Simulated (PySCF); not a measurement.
Computed properties of CH5FO2Si2, SMILES O=C(O)[Si@@H](F)[SiH3]

CH5FO2Si2, SMILES [Si@H]([SiH3])(C(O)=O)F. The structure is a stationary point at ωB97X-D3(BJ)/def2-SVP. The structure was generated by enumeration; whether it is a known compound was not checked. The values are those of a single conformer. All values are computed for the isolated molecule unless a solvent is named; none is compared with measurement here.

**Structure.** All 27 harmonic modes at ωB97X-D3(BJ)/def2-SVP (PySCF) are real, so it is a minimum. With heavy atoms numbered as in [O:1]=[C:2]([OH:3])[Si@@H:4]([F:5])[SiH3:6], the shortest bond between them is O1–C2 at 1.210 Å and the longest Si4–Si6 at 2.328 Å.

**Vibrations.** The strongest infrared lines (harmonic, unscaled, degenerate partners summed) lie at 1841 cm⁻¹ (222 km/mol, C 60 %, O 38 %), 1206 cm⁻¹ (211 km/mol, O 45 %, H 44 %, C 10 %), 792 cm⁻¹ (187 km/mol, H 67 %, C 15 %, Si 11 %). The softest mode is at 30 cm⁻¹ and the zero-point energy is 39.0 kcal/mol.

**Electronic structure.** M06-2X/def2-TZVP (PySCF) places the frontier levels at -9.52 and -0.14 eV, a gap of 9.38 eV, and gives a dipole moment of 0.26 D and a mean polarisability of 71.0 bohr³. PBE/def2-TZVP (PySCF) at the same geometry gives -6.63 and -2.13 eV, so its gap is 4.88 eV narrower. An orbital gap is neither the optical nor the fundamental gap.

**Excitations.** TDA-M06-2X/def2-SVPD (PySCF) has S1 at 4.94 eV (251 nm, f = 0.006, weak); the most intense of the 10 singlets computed lies at 8.34 eV (f = 0.15). T1 (TDA) is at 4.36 eV, 0.58 eV under S1. TDA-PBE/def2-SVPD (PySCF) puts S1 at 4.82 eV. No vertical singlet excitation falls in the visible range (under 3.1 eV).

**NMR.** GIAO shifts at PBE0/pcSseg-1 (PySCF) (non-relativistic, atoms alike by connectivity averaged): ¹³C at 190.3 ppm against TMS; ¹H from 3.8 to 6.9 ppm against TMS; ²⁹Si from -106.3 to -2.3 ppm against TMS; ¹⁹F at -221.4 ppm against CFCl3.

**Solvation.** SMD-B3LYP/6-31G* (PySCF) gives -2.8 kcal/mol in water, -2.9 kcal/mol in benzene, -4.9 kcal/mol in acetone (1 M in both phases, gas-phase geometry); of these solvents acetone holds the molecule best.
